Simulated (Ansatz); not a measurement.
AlH3Br, that is [AlBrH3]- with one electron fewer. Total charge 0; doublet. Geometry PBE0-D4/def2-TZVPD, that of the charge -1 singlet; atoms count from 1.

```xyz
5

Al    0.175    0.081   -0.073
Br   -1.880   -0.874    0.786
H    -0.150    1.630   -0.438
H     0.576   -0.786   -1.386
H     1.279   -0.052    1.111
```

Question: Estimate the Mulliken populations from the PBE0/def2-TZVPD orbitals of Ansatz.

Answer: 
| atom | charge (e) | spin (α − β) |
| --- | --- | --- |
| Al1 | 0.38 | 0.06 |
| Br2 | -0.17 | 0.43 |
| H3 | -0.10 | 0.10 |
| H4 | -0.01 | 0.32 |
| H5 | -0.10 | 0.10 |
Mulliken values and Mayer orders depend strongly on the basis. With diffuse functions, as here, like atoms can get unlike values, and bond orders can come out too low or too high.

Question: Where does the spin sit?

Answer: Summed by element: Al 0.06, Br 0.43, H 0.51, of 1 unpaired in all. Largest on single atoms: Br2 0.43, H4 0.32, H3 0.10.

Question: And the Mayer bond orders between bonded heavy atoms (over 0.3)?

Answer: Al1–Br2 0.81 (2.42 Å).
